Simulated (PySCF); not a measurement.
Pd⁻ (palladium, charge -1) across methods

[Kr] 4d10 5s1, 2S determinant. All numbers are calculated (PySCF 2.14, a scalar-relativistic core potential, in aug-cc-pVTZ-PP with ECP28MDF).

```
 method  E (hartree)  mean ε 4d β (eV)  mean ε 4d α (eV)  mean ε 5s α (eV)  Σ⟨r²⟩ (bohr²)   ⟨S²⟩
    UHF   -126.60021            -4.359            -4.312             0.215          97.71  0.751
 PBEsol    -127.3178             1.672             1.545             1.213          72.90  0.754
 r2SCAN    -127.5029             1.618             1.504             1.063          73.79  0.755
    PBE    -127.4930             1.639             1.512             1.215          74.31  0.753
   BLYP    -127.4509             1.702             1.600             1.323          74.62  0.751
   MN15    -127.2327            -0.666            -0.748             0.256          75.11  0.753
r2SCANh    -127.4843             1.042             0.953             0.916          74.49  0.754
    LDA    -127.2546             1.504             1.381             1.087          72.23  0.752
   PBE0    -127.4577             0.242             0.167             0.861          75.71  0.753
```

Energies and moments cover only the electrons outside the core potential. At UHF the highest occupied level has a positive energy, so only the finite basis holds that electron.

The highest occupied level is positive at UHF, PBEsol, r2SCAN, PBE, BLYP, MN15, r2SCANh, LDA, PBE0: only the finite basis holds that electron, at UHF too, so the state is unbound at these levels.
